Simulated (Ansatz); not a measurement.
C2H3NOSe at its PBE0-D4/def2-TZVP geometry, where that method's forces vanish. Total charge 0; spin multiplicity 1. The bonds changed during the relaxation, so this is another structure than the one it started from.

```
atom   x (Å)   y (Å)   z (Å)
  N1   0.745  -0.615   1.032
  C2  -0.087  -0.730   0.052
  C3  -0.626   0.467  -0.512
  O4  -0.476   0.611  -1.827
 Se5  -1.587   1.600   0.475
  H6   0.991   0.290   1.438
  H7   1.087  -1.434   1.512
  H8  -0.047  -0.189  -2.171
```

(1) For each bond, give half the difference of the two atoms' forces along it (eV/Å; positive pushes the atoms apart) under PBE-D4, r2SCAN-D4, B3LYP-D4, ωB97M-V in def2-TZVPP. (Best estimate.)

## Answers

(1) Ansatz gave: 
```tsv
bond	length (Å)	PBE-D4	r2SCAN-D4	B3LYP-D4	ωB97M-V
N1–C2	1.291	0.47	0.33	0.20	0.08
N1–H6	1.022	0.20	-0.01	-0.03	-0.14
N1–H7	1.009	0.04	-0.10	-0.08	-0.01
C2–C3	1.429	-0.48	-0.31	-0.14	0.40
C3–O4	1.331	0.55	0.38	0.27	0.13
C3–Se5	1.784	0.40	0.14	0.21	-0.29
O4–H8	0.970	0.41	0.02	-0.05	-0.14
```

B3LYP here is the variant with VWN-RPA as its local correlation; programs differ in this.
